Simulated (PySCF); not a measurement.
C₄H₁₂Ge, singlet, geometry from GFN2-xTB. Base run: B3LYP/STO-3G (PySCF).

The PySCF input:
```python
from pyscf import gto, scf, dft

mol = gto.M(
    atom='''
C    -0.23947062   -1.06595218   -1.65989926
Ge    0.00000000    0.00000000   -0.00000000
C    -0.06719706    1.93648478   -0.44088209
C    -1.45232338   -0.43786460    1.28370447
C     1.75899106   -0.43266800    0.81707688
H    -1.19574845   -0.84621800   -2.12542525
H    -0.20636169   -2.12977053   -1.44389199
H     0.54406792   -0.84340260   -2.37823336
H     0.06161749    2.54065356    0.45234337
H    -1.02110312    2.19755474   -0.88962537
H     0.71871324    2.20037014   -1.14243348
H    -2.42529904   -0.20948328    0.85870428
H    -1.43591229   -1.49303582    1.54023754
H    -1.34257843    0.13361553    2.20067303
H     1.81961363   -1.48776767    1.06718570
H     2.57004324   -0.20139974    0.13284433
H     1.91294749    0.13888367    1.72762118
''',
    basis='sto-3g',
    verbose=4,
)

mf = dft.RKS(mol)
mf.xc = 'b3lyp'
mf.kernel()
```

The base run was repeated with changes; each row names its change, and settings that it needs were set with it.

```tsv
change	ΔE vs base (mEh)	SCF cycles	outcome
base	0.000	8	converged
diis = off (with mf.max_cycle = 100)	-	100	not converged
level_shift = 1.0 (with mf.max_cycle = 100)	0.000	24	converged
conv_tol = 1e-7	0.000	7	converged
init_guess = 1e	0.000	11	converged
diis_space = 12	0.000	8	converged
diis_space = 4	0.000	8	converged
init_guess = sap	0.000	7	converged
diis = off; damp = 0.3 (with mf.diis_start_cycle = 200; with mf.max_cycle = 150)	0.000	10	converged
conv_tol_grad = 1e-7	0.000	8	converged
level_shift = 0.1 (with mf.max_cycle = 100)	0.000	8	converged
conv_tol_grad = 1e-3	0.000	8	converged
diis_space = 2	0.000	11	converged
```
